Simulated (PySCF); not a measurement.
**Niobium: a sound run and one with changed settings**

Sound run: Nb²⁺ [Kr] 4d3, Nb³⁺ [Kr] 4d2. All numbers are calculated (PySCF 2.14, scalar relativity through the core potential, in cc-pVTZ-PP with ECP28MDF). In the sound run the correlated levels freeze 4s2 4p6 outside the core potential. The sound run starts from symmetry-adapted Hartree-Fock orbitals and uses a fine grid where one is needed.

Changed run: all electrons correlated in a basis built for the valence shell.

```
species  method  sound run (hartree)  changed run (hartree)  converged
   Nb²⁺     MP2            -55.46458              -55.71032        yes
   Nb³⁺     MP2            -54.56273              -54.79245        yes
```

Ionisation energy of Nb²⁺:

| method | sound run (eV) | changed run (eV) |
| --- | --- | --- |
| UHF | 24.231 | 24.231 |
| MP2 | 24.541 | 24.977 |
| SCS-MP2 | 24.334 | 24.774 |

A valence basis has no tight correlating functions, so it recovers only part of the core correlation, and not evenly between atom and ion.

For comparison, NIST gives 25.04 eV between the lowest levels.
